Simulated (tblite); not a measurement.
A geometry optimisation, step by step.

Species: C6H7F3Si.
Atom-mapped SMILES: `[CH:1]#[C:2][Si@@H:3]1[CH2:4][CH2:5][C@@H:6]1[C:7]([F:8])([F:9])[F:10]` (hydrogens: H11 on C1; H12 on Si3; H13, H14 on C4; H15, H16 on C5; H17 on C6)

Computed with GFN2-xTB (tblite), gas phase: L-BFGS steps from a force-field or distance-geometry start until the largest atomic force falls under 0.01 eV/Å. 10 of its 140 geometries are shown.

Step 0: E = -877.5288 eV, largest atomic force 1.468 eV/Å
```
atom  x, y, z in Å  |  force x, y, z in eV/Å
C1      2.621    0.176    1.967   -0.486  -0.206  -0.588
C2      1.943   -0.162    1.019    0.549   0.248   0.943
Si3     0.923   -0.700   -0.409    0.849  -0.710  -0.965
C4      0.538    0.693   -1.666    0.065   0.221   1.056
C5     -0.761    0.987   -0.838   -0.409  -0.206  -1.039
C6     -0.956   -0.479   -0.327    0.620   0.825   0.442
C7     -1.548   -0.656    1.027   -0.202   0.073  -0.603
F8     -2.873   -0.409    0.981   -0.168  -0.139   0.573
F9     -1.382   -1.933    1.464   -0.190   0.534   0.151
F10    -1.022    0.174    1.954   -0.238  -0.441  -0.160
H11     3.196    0.483    2.802   -0.133  -0.079  -0.243
H12     1.353   -1.959   -1.061   -0.017   0.138   0.360
H13     1.257    1.504   -1.690   -0.172   0.197  -0.278
H14     0.361    0.303   -2.670   -0.175   0.331   0.204
H15    -1.595    1.363   -1.458    0.218  -0.251   0.213
H16    -0.617    1.741   -0.041    0.168  -0.703  -0.272
H17    -1.445   -1.114   -1.064   -0.279   0.170   0.206
```

Step 15: E = -877.8037 eV, largest atomic force 0.135 eV/Å
```
atom  x, y, z in Å  |  force x, y, z in eV/Å
C1      2.590    0.152    1.938   -0.009  -0.006  -0.014
C2      1.950   -0.224    0.992    0.030   0.033   0.015
Si3     0.998   -0.736   -0.497   -0.027  -0.103  -0.050
C4      0.567    0.739   -1.639   -0.042   0.050  -0.015
C5     -0.754    0.949   -0.874   -0.027   0.027   0.003
C6     -0.904   -0.475   -0.309   -0.066   0.047  -0.031
C7     -1.555   -0.625    1.024    0.033   0.009   0.047
F8     -2.886   -0.385    1.010    0.060   0.011  -0.007
F9     -1.417   -1.884    1.496   -0.041  -0.022   0.017
F10    -1.049    0.176    1.975    0.026   0.077   0.005
H11     3.146    0.476    2.768    0.019   0.008   0.071
H12     1.419   -2.042   -0.992    0.003  -0.005  -0.037
H13     1.198    1.618   -1.697    0.097   0.034   0.088
H14     0.371    0.418   -2.660   -0.014  -0.013  -0.040
H15    -1.584    1.291   -1.492   -0.048  -0.046   0.009
H16    -0.614    1.662   -0.060   -0.015  -0.025  -0.021
H17    -1.482   -1.097   -0.993    0.021  -0.073  -0.040
```

Step 31: E = -877.8273 eV, largest atomic force 0.101 eV/Å
```
atom  x, y, z in Å  |  force x, y, z in eV/Å
C1      2.557    0.127    1.927    0.006  -0.023   0.012
C2      1.964   -0.245    0.948   -0.011  -0.043   0.043
Si3     1.001   -0.759   -0.535    0.075   0.001  -0.039
C4      0.573    0.763   -1.617   -0.009   0.017   0.016
C5     -0.788    0.896   -0.904   -0.028  -0.007   0.013
C6     -0.898   -0.522   -0.314   -0.013  -0.028   0.000
C7     -1.517   -0.590    1.043   -0.019   0.006   0.024
F8     -2.834   -0.286    1.037   -0.018   0.050   0.001
F9     -1.442   -1.820    1.594    0.075  -0.015  -0.048
F10    -0.953    0.247    1.930    0.004   0.004   0.025
H11     3.078    0.440    2.785    0.007   0.011  -0.001
H12     1.421   -2.043   -1.087    0.001   0.007   0.000
H13     1.199    1.647   -1.537    0.014   0.017  -0.002
H14     0.446    0.546   -2.675    0.017  -0.034   0.017
H15    -1.613    1.176   -1.556   -0.028   0.010   0.007
H16    -0.721    1.615   -0.089   -0.027   0.078  -0.058
H17    -1.480   -1.179   -0.959   -0.045  -0.051  -0.011
```

Step 46: E = -877.8392 eV, largest atomic force 0.054 eV/Å
```
atom  x, y, z in Å  |  force x, y, z in eV/Å
C1      2.541    0.070    1.950    0.008  -0.005   0.003
C2      1.957   -0.326    0.975   -0.002   0.049  -0.015
Si3     1.002   -0.753   -0.543    0.011  -0.015   0.041
C4      0.571    0.791   -1.591    0.051  -0.016  -0.006
C5     -0.831    0.870   -0.955    0.023   0.008  -0.028
C6     -0.903   -0.530   -0.317    0.009  -0.013   0.002
C7     -1.476   -0.554    1.061   -0.006  -0.016  -0.001
F8     -2.783   -0.214    1.099    0.005  -0.002   0.004
F9     -1.402   -1.780    1.619    0.011   0.000   0.019
F10    -0.862    0.281    1.917   -0.011  -0.009  -0.017
H11     3.054    0.404    2.806   -0.008  -0.048  -0.009
H12     1.421   -2.005   -1.165   -0.003  -0.004   0.015
H13     1.172    1.685   -1.448   -0.017   0.016  -0.021
H14     0.520    0.596   -2.661   -0.008   0.024   0.015
H15    -1.632    1.067   -1.665   -0.020   0.026   0.008
H16    -0.857    1.633   -0.178   -0.030   0.016  -0.031
H17    -1.498   -1.222   -0.916   -0.011  -0.011   0.020
```

Step 62: E = -877.8459 eV, largest atomic force 0.045 eV/Å
```
atom  x, y, z in Å  |  force x, y, z in eV/Å
C1      2.546   -0.003    1.978    0.012  -0.008   0.017
C2      1.960   -0.311    0.975    0.004  -0.017   0.012
Si3     1.001   -0.721   -0.543    0.004  -0.014   0.020
C4      0.562    0.821   -1.586   -0.024   0.010  -0.003
C5     -0.872    0.845   -1.016   -0.021   0.006   0.016
C6     -0.907   -0.530   -0.321    0.014  -0.009   0.010
C7     -1.438   -0.520    1.075   -0.018  -0.006  -0.018
F8     -2.745   -0.185    1.148   -0.013  -0.012  -0.004
F9     -1.339   -1.736    1.653    0.000   0.029   0.031
F10    -0.806    0.337    1.897   -0.008  -0.008  -0.044
H11     3.060    0.260    2.858    0.010  -0.003   0.001
H12     1.418   -1.979   -1.153    0.019  -0.019  -0.022
H13     1.122    1.732   -1.391   -0.003   0.005  -0.024
H14     0.571    0.654   -2.661   -0.005   0.016  -0.001
H15    -1.647    0.963   -1.771    0.004   0.005  -0.008
H16    -0.988    1.642   -0.283    0.002   0.022   0.005
H17    -1.506   -1.258   -0.870    0.023   0.003   0.010
```

Step 77: E = -877.8528 eV, largest atomic force 0.046 eV/Å
```
atom  x, y, z in Å  |  force x, y, z in eV/Å
C1      2.582   -0.157    2.030   -0.010   0.006   0.003
C2      1.976   -0.347    1.008    0.001  -0.005   0.003
Si3     1.017   -0.662   -0.531   -0.006  -0.001  -0.043
C4      0.530    0.873   -1.570   -0.003  -0.019  -0.007
C5     -0.934    0.797   -1.082    0.010   0.001  -0.006
C6     -0.897   -0.544   -0.318   -0.015   0.014  -0.001
C7     -1.407   -0.448    1.082    0.007   0.015   0.014
F8     -2.729   -0.179    1.155   -0.002  -0.019  -0.006
F9     -1.226   -1.591    1.774   -0.006  -0.001  -0.008
F10    -0.806    0.518    1.800   -0.006   0.016   0.025
H11     3.106    0.014    2.925    0.019   0.008   0.018
H12     1.458   -1.890   -1.189    0.008   0.002  -0.020
H13     1.022    1.816   -1.339   -0.032  -0.027   0.019
H14     0.607    0.726   -2.646    0.009   0.008   0.007
H15    -1.662    0.802   -1.892    0.018  -0.001   0.018
H16    -1.173    1.618   -0.407    0.015  -0.002  -0.021
H17    -1.471   -1.331   -0.808   -0.005   0.005   0.005
```

Step 93: E = -877.8548 eV, largest atomic force 0.039 eV/Å
```
atom  x, y, z in Å  |  force x, y, z in eV/Å
C1      2.574   -0.220    2.038   -0.012   0.004  -0.019
C2      1.978   -0.391    1.007    0.023   0.010   0.030
Si3     1.019   -0.655   -0.542    0.008  -0.005  -0.006
C4      0.523    0.894   -1.551   -0.001  -0.001   0.000
C5     -0.956    0.758   -1.122   -0.006   0.006   0.006
C6     -0.893   -0.552   -0.306   -0.003   0.004  -0.001
C7     -1.382   -0.404    1.098    0.007   0.007  -0.001
F8     -2.709   -0.156    1.175    0.013  -0.007  -0.001
F9     -1.176   -1.515    1.833    0.000   0.006  -0.014
F10    -0.790    0.600    1.769   -0.005   0.007  -0.007
H11     3.095   -0.067    2.939   -0.001  -0.003  -0.009
H12     1.465   -1.847   -1.261   -0.001  -0.022   0.003
H13     0.969    1.838   -1.248   -0.010  -0.013   0.012
H14     0.656    0.808   -2.627   -0.009  -0.005   0.008
H15    -1.643    0.687   -1.963    0.023   0.012   0.008
H16    -1.267    1.596   -0.499   -0.024  -0.012   0.000
H17    -1.471   -1.364   -0.749   -0.001   0.011  -0.008
```

Step 108: E = -877.8581 eV, largest atomic force 0.043 eV/Å
```
atom  x, y, z in Å  |  force x, y, z in eV/Å
C1      2.564   -0.312    2.036   -0.002  -0.013  -0.029
C2      1.992   -0.458    0.988   -0.012   0.006   0.030
Si3     1.016   -0.657   -0.561    0.002  -0.009   0.002
C4      0.504    0.939   -1.484    0.014   0.008  -0.014
C5     -0.991    0.689   -1.188   -0.011   0.019   0.006
C6     -0.895   -0.574   -0.304   -0.011   0.017  -0.020
C7     -1.328   -0.325    1.104   -0.011   0.004  -0.009
F8     -2.658   -0.115    1.219   -0.003   0.000   0.012
F9     -1.052   -1.364    1.919   -0.005   0.002   0.000
F10    -0.746    0.750    1.662    0.011  -0.001   0.006
H11     3.074   -0.191    2.948    0.008   0.004  -0.005
H12     1.430   -1.824   -1.339    0.014   0.004   0.006
H13     0.869    1.863   -1.040   -0.021  -0.019   0.003
H14     0.725    0.984   -2.548    0.006   0.000   0.003
H15    -1.564    0.495   -2.094    0.012   0.008   0.022
H16    -1.458    1.524   -0.663    0.000  -0.039  -0.018
H17    -1.489   -1.413   -0.667    0.010   0.008   0.001
```

Step 124: E = -877.8596 eV, largest atomic force 0.027 eV/Å
```
atom  x, y, z in Å  |  force x, y, z in eV/Å
C1      2.568   -0.357    2.036    0.023  -0.008  -0.011
C2      1.978   -0.481    0.995    0.010  -0.001   0.003
Si3     1.009   -0.653   -0.560    0.003   0.004   0.005
C4      0.490    0.956   -1.455   -0.002   0.002   0.006
C5     -1.007    0.657   -1.220   -0.008  -0.005   0.003
C6     -0.902   -0.583   -0.305   -0.001   0.003  -0.001
C7     -1.310   -0.289    1.102   -0.002  -0.003   0.000
F8     -2.639   -0.083    1.242    0.002   0.005  -0.011
F9     -1.011   -1.298    1.946   -0.007   0.008  -0.004
F10    -0.721    0.808    1.609   -0.001  -0.008   0.007
H11     3.096   -0.253    2.940   -0.006   0.005   0.010
H12     1.438   -1.800   -1.360    0.000  -0.004  -0.002
H13     0.809    1.867   -0.952   -0.003   0.004   0.004
H14     0.753    1.058   -2.505   -0.008  -0.003  -0.004
H15    -1.524    0.415   -2.147    0.005  -0.002   0.002
H16    -1.536    1.482   -0.743    0.000  -0.005  -0.006
H17    -1.498   -1.433   -0.634   -0.004   0.007  -0.001
```

Step 139: E = -877.8610 eV, largest atomic force 0.008 eV/Å
```
atom  x, y, z in Å  |  force x, y, z in eV/Å
C1      2.604   -0.396    2.030   -0.003   0.003  -0.006
C2      1.997   -0.496    0.997    0.003  -0.001   0.005
Si3     1.013   -0.640   -0.553    0.000   0.004   0.006
C4      0.473    0.974   -1.428   -0.004  -0.004   0.001
C5     -1.019    0.624   -1.242    0.000  -0.002  -0.001
C6     -0.900   -0.592   -0.299    0.002   0.001   0.000
C7     -1.310   -0.259    1.099   -0.001  -0.005   0.003
F8     -2.632   -0.011    1.223   -0.003  -0.005  -0.003
F9     -1.046   -1.259    1.964   -0.002   0.007   0.003
F10    -0.694    0.832    1.589    0.002  -0.003   0.002
H11     3.136   -0.308    2.934    0.001  -0.001  -0.007
H12     1.442   -1.770   -1.376   -0.003   0.002   0.001
H13     0.747    1.879   -0.889    0.003   0.001   0.004
H14     0.761    1.115   -2.466    0.006  -0.001  -0.005
H15    -1.485    0.336   -2.182    0.000   0.005  -0.004
H16    -1.602    1.437   -0.810   -0.001   0.000  -0.001
H17    -1.492   -1.455   -0.602    0.001  -0.001   0.000
```

Problem. Summarise the path.

Solution. The energy falls by 7.66 kcal/mol from step 0 to step 139; nine tenths of that is first reached at step 32. It falls at every step. The largest force goes from 1.468 to 0.008 eV/Å. Among the bonds Si3–C6 changes most, from 1.894 to 1.931 Å; the atoms move by 0.737 Å rms after alignment.

Problem. Follow the three bonds and two angles with the largest change from start to end.

Solution. 
```csv
step,E above end (kcal/mol),largest force (eV/Å),Si3–C6 (Å),C4–C5 (Å),C5–C6 (Å),Si3–C6–H17 (°),Si3–C4–H14 (°)
0,7.66,1.468,1.894,1.568,1.565,110.4,112.1
6,2.18,0.255,1.929,1.540,1.538,111.9,110.8
12,1.47,0.114,1.931,1.540,1.538,112.2,111.2
18,1.20,0.119,1.929,1.542,1.540,112.1,112.1
24,0.98,0.085,1.931,1.544,1.540,112.1,114.2
30,0.81,0.119,1.926,1.541,1.538,112.2,114.6
36,0.66,0.086,1.935,1.542,1.542,113.5,113.4
42,0.55,0.054,1.930,1.543,1.541,113.8,113.8
48,0.48,0.052,1.930,1.543,1.541,113.8,114.2
54,0.41,0.046,1.932,1.544,1.543,114.0,114.5
60,0.36,0.041,1.931,1.544,1.543,114.6,114.5
66,0.30,0.071,1.928,1.544,1.541,115.0,114.7
73,0.23,0.059,1.930,1.544,1.542,114.9,114.3
79,0.18,0.077,1.930,1.545,1.544,115.3,114.2
85,0.16,0.019,1.931,1.545,1.543,115.5,114.7
91,0.15,0.025,1.931,1.545,1.544,115.7,115.1
97,0.12,0.078,1.929,1.545,1.543,116.0,116.0
103,0.09,0.033,1.929,1.545,1.543,116.5,116.5
109,0.06,0.042,1.930,1.545,1.544,117.8,117.0
115,0.04,0.018,1.931,1.545,1.544,118.2,117.4
121,0.04,0.020,1.930,1.545,1.544,118.3,117.6
127,0.02,0.027,1.930,1.544,1.543,118.3,117.7
133,0.01,0.024,1.930,1.544,1.543,118.8,118.1
139,0.00,0.008,1.931,1.544,1.543,118.8,118.1
```

The cost below is that of the whole relaxation. The run took 1.9 s of wall time on an Arm Neoverse N1 with one thread, shared host with 64 logical CPUs at a one-minute load of 57.
